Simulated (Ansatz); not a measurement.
Born–Oppenheimer molecular dynamics of CH₈OSSi (12 atoms, charge 0, multiplicity 1). It starts from a rough guess of a transition structure, not a stationary point.

All numbers below come from UKS PBE0/STO-3G (Ansatz 0.2.0).

```json
{
 "ensemble": "NVE (velocity Verlet)",
 "time step": "0.5 fs",
 "steps asked": "150",
 "starting velocities drawn for": "100 K",
 "seed": "41752"
}
```

First frame:

```xyz
12
Properties=species:S:1:pos:R:3
Si 0.169 0.870 0.315
H 1.341 0.865 -1.152
O -0.480 -0.319 -0.565
C -1.708 -0.965 -0.387
H 0.036 2.280 0.001
H -0.361 0.706 1.681
H 2.178 0.635 -0.700
S 2.524 0.326 1.036
H -2.359 -0.708 -1.225
H -2.196 -0.668 0.541
H -1.545 -2.044 -0.379
H 2.400 -0.979 0.834
```

Q: How far do the bonds stretch over the last three quarters of this one trajectory? (Pairs bonded in most of those frames.)

A: 
```
  bond  mean (Å)  spread (Å)  shortest  longest
Si1–O3     1.787       0.119      1.56     1.93
Si1–H5     1.455       0.013      1.44     1.48
Si1–H6     1.458       0.019      1.43     1.50
Si1–S8     2.126       0.121      1.92     2.28
 H2–H7     0.757       0.089      0.62     0.87
 O3–C4     1.470       0.035      1.43     1.53
 C4–H9     1.108       0.025      1.07     1.15
C4–H10     1.105       0.014      1.08     1.13
C4–H11     1.109       0.009      1.09     1.12
S8–H12     1.358       0.022      1.32     1.39
```

Mean temperature of the second half: 2074 K. The conserved energy stayed within 1.5 meV per atom of its start (net change -0.013 meV per atom), so the integration is sound. The system heated up, since it started high on the potential surface and ran downhill. A run of 0.075 ps of so small a system gives no equilibrium averages. The orbitals stay closed-shell, which can raise the energy where a bond breaks towards radicals; this wasn't checked here. Limits of this set-up: minimal basis.

Run time: 6.4 min on 1 CPU thread of a shared host.
